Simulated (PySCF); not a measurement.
Molecule: `C(C#CC)B(F)F`, C4H5BF2.

Bonds (- single, = double, # triple, : aromatic): C1-C2, C2#C3, C3-C4, C4-B5, B5-F6, B5-F7. C1 carries H8, H9, H10; C4 carries H11, H12.

Frames of a GFN2-xTB Langevin trajectory at 300 K; GIAO PBE0/pcSseg-1 shieldings in PySCF, gas phase, non-relativistic; equivalent atoms averaged within each frame.

Referencing at the same level of theory: 13C (σ = 186.93 ppm), 1H (σ = 31.72 ppm) against TMS; 11B (σ = 100.07 ppm) against BF3·OEt2; CFCl3 for 19F (σ = 170.95 ppm). The references are static minima.

**Question.** How do the shifts (ppm) fluctuate along the trajectory?

**Answer.** 
```csv
time (fs),C2,C3,C4,C1,B5,F6/F7,H11/H12,H8/H9/H10
250,94.9,80.4,7.5,5.9,24.9,-69.7,2.24,1.96
425,86.8,77.9,8.8,5.8,26.4,-69.5,2.53,2.30
625,89.9,80.2,4.3,9.4,28.1,-66.6,1.67,2.62
800,81.6,80.9,6.0,3.9,24.8,-72.7,2.26,2.30
1000,83.6,80.8,3.1,9.2,26.8,-64.1,2.28,2.35
mean of frames,87.4,80.1,5.9,6.9,26.2,-68.5,2.20,2.31
standard deviation,5.3,1.2,2.3,2.4,1.4,3.3,0.32,0.24
```

5 frames give an uncertainty of the mean of about the standard deviation over 2.2 at best, since frames this close in time may not be independent; classical motion lacks zero-point vibration, and the reference would need the same averaging.
